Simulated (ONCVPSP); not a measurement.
# Logarithmic derivatives: Ag, ONCV

* Element: silver
* Generator: ONCVPSP 4.0.1
* Type: optimised norm-conserving Vanderbilt (ONCV)
* Functional: PBEsol
* Relativity: scalar-relativistic
* Frozen core: [Ar] 3d10
* Valence charge: 19
* Reference configuration: 4s2 4p6 4d10 5s0.5 5p0.5
* Partial waves: 4s+5s: rc 1.55 bohr, ncon 5, nbas 10, qcut 8.7 1/bohr, 2 projectors; 4p+5p: rc 1.95 bohr, ncon 4, nbas 8, qcut 7.2 1/bohr, 2 projectors; 4d: rc 1.20 bohr, ncon 3, nbas 6, qcut 7.1 1/bohr, 2 projectors, debl 0.9 Ha
* Local potential: polynomial inside 1.10 bohr (lpopt 5, dvloc0 1 Ha)
* Core correction: Teter function, fcfact 5.5, rcfact 1.05

The phase is arctan(r·R′/R) of the radial function R(r), unwrapped; energies in Ha, scanned from -5 to 5 Ha. A pole is an energy at which the radial function vanishes at the test radius. The pseudo phase is shifted by a multiple of π to meet the all-electron one at the reference energy, and phase errors are pseudo minus all-electron; the curves can meet again beyond the range given. Levels narrower than the energy grid can be missing from the lists of poles.

Question: For each channel, where are the poles, and over which energies does the pseudopotential scatter like the atom?

Answer:

| channel | radius (bohr) | reference energy (Ha) | poles, all-electron | poles, pseudo | unbroken range about the reference energy with phases within 0.05 rad | phase error 1 Ha above the reference energy (rad) |
| --- | --- | --- | --- | --- | --- | --- |
| s | 1.57 | -0.19 | -3.15 | -3.15 | the whole range | -0.000 |
| p | 1.98 | -0.05 | -2.07, 3.89 | -2.07, 3.87 | the whole range | -0.000 |
| d | 1.22 | -0.31 | 3.08 | 3.08 | the whole range | -0.000 |

Note: ghosts flagged at negative energy: d at -20967.2 eV; GHOST(+) flagged for s at 272.5 eV. A true bound ghost makes a file unfit for plane-wave use.

Phases in the d channel:

```tsv
E (Ha)	all-electron	pseudo
-4.96	1.142	1.142
-4.48	1.098	1.097
-4.00	1.040	1.040
-3.52	0.961	0.961
-3.04	0.849	0.849
-2.56	0.681	0.681
-2.08	0.420	0.420
-1.60	0.034	0.034
-1.12	-0.417	-0.417
-0.64	-0.789	-0.790
-0.16	-1.039	-1.039
0.32	-1.202	-1.202
0.80	-1.312	-1.312
1.28	-1.392	-1.392
1.76	-1.453	-1.453
2.24	-1.502	-1.502
2.72	-1.543	-1.543
3.20	-1.580	-1.580
3.68	-1.613	-1.613
4.16	-1.645	-1.645
4.64	-1.678	-1.678
```
